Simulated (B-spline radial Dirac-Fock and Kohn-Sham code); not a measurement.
**Form factor and incoherent scattering function of Se⁶⁺**

System: the Se⁶⁺ ion in the configuration [Ar] 3d10.

Input of the calculation (task.json; shells as n, l, electrons):

```json
{"items": [{
  "Z": 34,
  "q": 6,
  "cfg": [[1, 0, 2], [2, 0, 2], [2, 1, 6], [3, 0, 2], [3, 1, 6], [3, 2, 10]],
  "A": 80,
  "rrms": 4.14,
  "do": ["scatter"],
  "s": [0.0, 0.05, 0.1, 0.15, 0.2, 0.25, 0.3, 0.35, 0.4, 0.45, 0.5, 0.6, 0.7, 0.8, 0.9, 1.0, 1.1, 1.2, 1.4, 1.6, 1.8, 2.0, 2.5, 3.0, 3.5, 4.0, 5.0, 6.0],
  "pz": [0, 0.1, 0.2, 0.3, 0.4, 0.5, 0.6, 0.8, 1.0, 1.2, 1.4, 1.6, 1.8, 2.0, 2.5, 3.0, 4.0, 5.0, 7.0, 10.0, 15.0, 20.0, 30.0, 40.0, 60.0, 100.0],
  "hv_scatter": [1000, 2000, 5000, 10000, 17479.3, 30000, 100000, 1000000]
}]}
```

Run with: `python xray_run.py task.json out`

Method: relativistic Hartree-Fock (Dirac-Fock) wave functions, averaged over the configuration. Computed with a radial atomic solver. f₀ is the Fourier transform of the spherical electron density, S the Waller-Hartree incoherent function, and s = sin θ/λ.

```csv
s (Å⁻¹),f₀,S
0,28.000,0.000
0.05,27.853,0.139
0.1,27.418,0.545
0.15,26.718,1.183
0.2,25.787,2.007
0.25,24.667,2.964
0.3,23.408,4.001
0.35,22.056,5.075
0.4,20.657,6.152
0.45,19.254,7.210
0.5,17.880,8.234
0.6,15.321,10.152
0.7,13.116,11.883
0.8,11.308,13.430
0.9,9.879,14.801
1,8.776,16.007
1.1,7.936,17.062
1.2,7.295,17.982
1.4,6.401,19.492
1.6,5.778,20.675
1.8,5.259,21.637
2,4.773,22.443
2.5,3.644,23.970
3,2.734,24.985
3.5,2.103,25.652
4,1.701,26.104
5,1.292,26.689
6,1.092,27.078
```

f₀ starts at the number of electrons, 28, and has fallen to half at s ≈ 0.66 Å⁻¹. The sum of ⟨r²⟩ over the electrons is 8.039 bohr².
